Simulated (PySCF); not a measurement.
Isomers of H6B2N2. Gas-phase values, no solvent. One relaxed conformer stands for each flexible species; it need not be the lowest. Strings in code marks are SMILES.

The S1–T1 gap (TDA) from two functionals at the same geometries (r2SCAN-D4/def2-TZVP), both in PySCF: PBE-D3(BJ)/def2-TZVP and r2SCAN-D4/def2-TZVP. Excitations are Tamm–Dancoff values on a coarser integration grid. The basis has no diffuse functions, so Rydberg states are missing or too high.

| species | r2SCAN-D4/def2-TZVP (eV) |
|---|---|
| `BB(N)N` | 0.80 |
| `BNBN` (B–N–B–N torsion 180°) | 1.24 |
| `NBBN` (N–B–B–N torsion 73°) | 0.95 |

Problem. What does PBE-D3(BJ)/def2-TZVP give for each?

Solution. 
- `BB(N)N`: 0.72
- `BNBN` (B–N–B–N torsion 180°): 1.10
- `NBBN` (N–B–B–N torsion 73°): 0.74
Over these rows, drawn at random from the members with no instability flagged (it was tested for open shells, ions and some series alone), PBE minus r2SCAN-D4: mean -0.14 eV, from -0.21 eV to -0.08 eV.
